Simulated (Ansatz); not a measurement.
`c1ccc(-c2ccc(-c3ccc(-c4ccccc4)cc3)cc2)cc1` with charge -1. The state is a doublet with charge -1. Geometry r2SCAN-D4/def2-SVP, that of the neutral singlet; atoms count from 1.

```csv
atom,x (Å),y (Å),z (Å)
C1,6.2937,4.7662,0.1626
C2,6.0444,3.9651,-0.9569
C3,4.9316,3.1233,-0.9861
C4,4.0419,3.0611,0.1045
C5,2.8626,2.1682,0.0741
C6,2.1560,1.9327,-1.1208
C7,1.0453,1.0933,-1.1493
C8,0.5893,0.4456,0.0150
C9,-0.5887,-0.4464,-0.0155
C10,-0.6623,-1.5874,0.8065
C11,-1.7717,-2.4286,0.7767
C12,-2.8629,-2.1678,-0.0739
C13,-4.0422,-3.0607,-0.1044
C14,-3.9014,-4.4524,0.0640
C15,-5.0138,-5.2947,0.0346
C16,-6.2938,-4.7659,-0.1626
C17,-6.4499,-3.3859,-0.3305
C18,-5.3375,-2.5434,-0.3026
C19,-2.7903,-1.0261,-0.8946
C20,-1.6796,-0.1865,-0.8673
C21,1.2972,0.6800,1.2097
C22,2.4060,1.5219,1.2386
C23,4.3069,3.8729,1.2250
C24,5.4191,4.7158,1.2531
H25,7.1655,5.4264,0.1851
H26,6.7272,3.9896,-1.8119
H27,4.7622,2.4808,-1.8555
H28,2.4737,2.4317,-2.0409
H29,0.5301,0.9202,-2.0986
H30,0.1749,-1.8298,1.4676
H31,-1.8023,-3.2978,1.4401
H32,-2.9022,-4.8802,0.1907
H33,-4.8792,-6.3738,0.1580
H34,-7.1656,-5.4262,-0.1851
H35,-7.4476,-2.9605,-0.4762
H36,-5.4747,-1.4629,-0.4071
H37,-3.6130,-0.8033,-1.5803
H38,-1.6646,0.7012,-1.5061
H39,0.9598,0.2081,2.1370
H40,2.9423,1.6685,2.1807
H41,3.6143,3.8630,2.0720
H42,5.5994,5.3448,2.1304
```

Single mean-field runs in def2-TZVP are fitted with def2-universal-jkfit. The highest occupied level of the charge -1 doublet lies above zero (up to 0.66 eV). By energy differences its removal costs 0.47 eV (vertical, to the charge 0 singlet, at PBE0-D4/def2-TZVP); self-interaction error and the lack of diffuse functions both raise the level.

Q: Estimate the Mulliken populations of the heavy atoms from the PBE0/def2-TZVP orbitals of Ansatz.

A: 
| atom | charge (e) | spin (α − β) |
| --- | --- | --- |
| C1 | -0.15 | 0.11 |
| C2 | -0.12 | -0.03 |
| C3 | -0.24 | 0.06 |
| C4 | 0.14 | 0.01 |
| C5 | 0.19 | 0.13 |
| C6 | -0.23 | 0.01 |
| C7 | -0.23 | 0.05 |
| C8 | 0.15 | 0.09 |
| C9 | 0.15 | 0.09 |
| C10 | -0.23 | 0.05 |
| C11 | -0.23 | 0.01 |
| C12 | 0.19 | 0.13 |
| C13 | 0.14 | 0.01 |
| C14 | -0.24 | 0.06 |
| C15 | -0.12 | -0.03 |
| C16 | -0.15 | 0.11 |
| C17 | -0.12 | -0.03 |
| C18 | -0.24 | 0.06 |
| C19 | -0.23 | 0.01 |
| C20 | -0.23 | 0.05 |
| C21 | -0.23 | 0.05 |
| C22 | -0.23 | 0.01 |
| C23 | -0.24 | 0.06 |
| C24 | -0.12 | -0.03 |
Mulliken values and Mayer orders depend strongly on the basis.

Q: Where does the spin sit?

A: Summed by element: C 1.04, H -0.04, of 1 unpaired in all. Largest on single atoms: C12 0.13, C5 0.13, C1 0.11.

Q: And the Mayer bond orders between bonded heavy atoms (over 0.3)?

A: C1–C2 1.38 (1.40 Å); C1–C24 1.38 (1.40 Å); C2–C3 1.48 (1.40 Å); C3–C4 1.35 (1.41 Å); C4–C5 0.94 (1.48 Å); C4–C23 1.35 (1.41 Å); C5–C6 1.30 (1.41 Å); C5–C22 1.30 (1.41 Å); C6–C7 1.51 (1.39 Å); C7–C8 1.30 (1.41 Å); C8–C9 0.98 (1.48 Å); C8–C21 1.30 (1.41 Å); C9–C10 1.30 (1.41 Å); C9–C20 1.30 (1.41 Å); C10–C11 1.51 (1.39 Å); C11–C12 1.30 (1.41 Å); C12–C13 0.94 (1.48 Å); C12–C19 1.30 (1.41 Å); C13–C14 1.35 (1.41 Å); C13–C18 1.35 (1.41 Å); C14–C15 1.48 (1.40 Å); C15–C16 1.38 (1.40 Å); C16–C17 1.38 (1.40 Å); C17–C18 1.48 (1.40 Å); C19–C20 1.51 (1.39 Å); C21–C22 1.51 (1.39 Å); C23–C24 1.48 (1.40 Å).
